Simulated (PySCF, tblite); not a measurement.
Parent: `[O:1]=[CH:2][C:3]1=[CH:4][C:5]([F:6])([F:7])[O:8]1` with O1–C2–C3–C4 0°, C4H2F2O2.

Computed geometry: GFN2-xTB, gas phase. One conformer each, not checked by frequencies here.

```
coordinate of the parent    value
                   O1=C2  1.199 Å
                   C2–C3  1.467 Å
                   C3=C4  1.346 Å
                   C4–C5  1.514 Å
                   C5–F6  1.334 Å
                   C5–F7  1.334 Å
                   C5–O8  1.416 Å
                   C3–O8  1.399 Å
                O1–C2–C3   123.8°
                C2–C3–C4   139.1°
                C2–C3–O8   123.6°
                C4–C3–O8    97.3°
                C3–C4–C5    85.7°
                C4–C5–F6   117.5°
                C4–C5–F7   117.6°
                C4–C5–O8    89.3°
                F6–C5–F7   106.9°
                F6–C5–O8   112.4°
                F7–C5–O8   112.4°
                C3–O8–C5    87.7°
```

Task: How does the shared frame change in `[CH:1]#[C:2][C:3](=[O:4])[C:5]1=[CH:6][C:7]([F:8])([F:9])[O:10]1` with C2–C3–C5–C6 180°, C6H2F2O2? Atoms pair as O1 = O4, C2 = C3, C3 = C5, C4 = C6, C5 = C7, F6 = F8, F7 = F9, O8 = O10 (parent first).

Result: 
```tsv
parent	relative	value in the relative	change
O1=C2	O4=C3	1.207 Å	+0.008
C2–C3	C3–C5	1.480 Å	+0.013
C3=C4	C5=C6	1.344 Å	-0.002
C4–C5	C6–C7	1.513 Å	-0.001
C5–F6	C7–F8	1.335 Å	+0.001
C5–F7	C7–F9	1.335 Å	+0.001
C5–O8	C7–O10	1.416 Å	0.000
C3–O8	C5–O10	1.400 Å	+0.001
O1–C2–C3	O4–C3–C5	121.8°	-2.0
C2–C3–C4	C3–C5–C6	137.5°	-1.6
C2–C3–O8	C3–C5–O10	125.1°	+1.5
C4–C3–O8	C6–C5–O10	97.4°	+0.1
C3–C4–C5	C5–C6–C7	85.7°	0.0
C4–C5–F6	C6–C7–F8	117.7°	+0.2
C4–C5–F7	C6–C7–F9	117.6°	0.0
C4–C5–O8	C6–C7–O10	89.4°	+0.1
F6–C5–F7	F8–C7–F9	106.8°	-0.1
F6–C5–O8	F8–C7–O10	112.3°	-0.1
F7–C5–O8	F9–C7–O10	112.4°	0.0
C3–O8–C5	C5–O10–C7	87.5°	-0.2
```

Of the parent's bonds, C2–C3 changes most (+0.013 Å). Bonds of the relative outside the shared frame: C1≡C2 1.201, C2–C3 1.432 Å. Point group Cs → Cs.
